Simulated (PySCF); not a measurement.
Molfile (atoms numbered from 1):
```
C4H10GeO
     RDKit          3D

 16 15  0  0  0  0  0  0  0  0999 V2000
   -2.8228   -1.4213   -0.1733 C   0  0  0  0  0  0  0  0  0  0  0  0
   -2.5220    0.0110   -0.4719 C   0  0  0  0  0  0  0  0  0  0  0  0
   -1.3204    0.5842   -0.6021 C   0  0  0  0  0  0  0  0  0  0  0  0
    0.0168   -0.0742   -0.4933 C   0  0  0  0  0  0  0  0  0  0  0  0
    0.8854    0.7702    0.2224 O   0  0  0  0  0  0  0  0  0  0  0  0
    2.5580    0.2387    0.5360 Ge  0  0  0  0  0  4  0  0  0  0  0  0
   -3.2890   -1.9153   -1.0429 H   0  0  0  0  0  0  0  0  0  0  0  0
   -3.5443   -1.5055    0.6555 H   0  0  0  0  0  0  0  0  0  0  0  0
   -1.9278   -2.0006    0.0939 H   0  0  0  0  0  0  0  0  0  0  0  0
   -3.3979    0.6568   -0.6078 H   0  0  0  0  0  0  0  0  0  0  0  0
   -1.2657    1.6548   -0.8287 H   0  0  0  0  0  0  0  0  0  0  0  0
   -0.0707   -1.0673   -0.0103 H   0  0  0  0  0  0  0  0  0  0  0  0
    0.4098   -0.2600   -1.5171 H   0  0  0  0  0  0  0  0  0  0  0  0
    3.2882    0.0340   -0.8089 H   0  0  0  0  0  0  0  0  0  0  0  0
    3.1836    1.3722    1.3552 H   0  0  0  0  0  0  0  0  0  0  0  0
    2.5221   -1.0906    1.3198 H   0  0  0  0  0  0  0  0  0  0  0  0
  1  2  1  0
  2  3  2  0
  3  4  1  0
  4  5  1  0
  5  6  1  0
  1  7  1  0
  1  8  1  0
  1  9  1  0
  2 10  1  0
  3 11  1  0
  4 12  1  0
  4 13  1  0
  6 14  1  0
  6 15  1  0
  6 16  1  0
M  END
```

Geometry: PBE0-D3(BJ)/def2-SVP; GIAO shifts from PySCF 2.14, gas phase, non-relativistic, averaged over equivalent atoms.

At PBE0/pcSseg-1 (176 basis functions, 31 s wall time on 1 thread of an Arm Neoverse V1, shared host):
```
      atoms  δ (ppm)
         C3    140.0
         C2    131.1
         C4     65.6
         C1     15.8
         O5     12.0
        Ge6    -75.7
        H11     5.87
        H10     5.55
H14/H15/H16     4.95
    H12/H13     4.23
   H7/H8/H9     1.69
```

Referencing at the same level of theory: ¹³C (σ = 184.41 ppm), ¹H (σ = 31.27 ppm) vs TMS; ¹⁷O (σ = 334.56 ppm) vs H2O; ⁷³Ge (σ = 1330.28 ppm) vs GeMe4.

Problem. What do these become at wB97X-D/pcSseg-1?

Solution. 
```
      atoms  δ at wB97X-D/pcSseg-1  change
         C3                  140.5    +0.5
         C2                  131.5    +0.4
         C4                   64.9    -0.7
         C1                   15.6    -0.2
         O5                    6.9    -5.1
        Ge6                  -75.2    +0.5
        H11                   5.84   -0.03
        H10                   5.52   -0.03
H14/H15/H16                   4.90   -0.05
    H12/H13                   4.16   -0.07
   H7/H8/H9                   1.66   -0.03
```

Scale: ¹³C (σref 184.54) and ¹H (σref 31.38) against TMS; ¹⁷O (σref 333.19) vs H2O; ⁷³Ge (σref 1329.87) against GeMe4 (reference shieldings calculated alike).

The largest change is at O5 (oxygen bonded to C, Ge). Cost: 176 basis functions, 40 s wall time on 1 thread of an Arm Neoverse V1, shared host. The order of the carbon signals is the same at both levels.

Relativistic effects, spin–orbit coupling among them, are left out; they matter for Ge and for the light atoms bonded to it. Experimental scales use liquid or dissolved standards, which lie at an offset from isolated H2O (liquid H2O: subtract about 36 ppm).
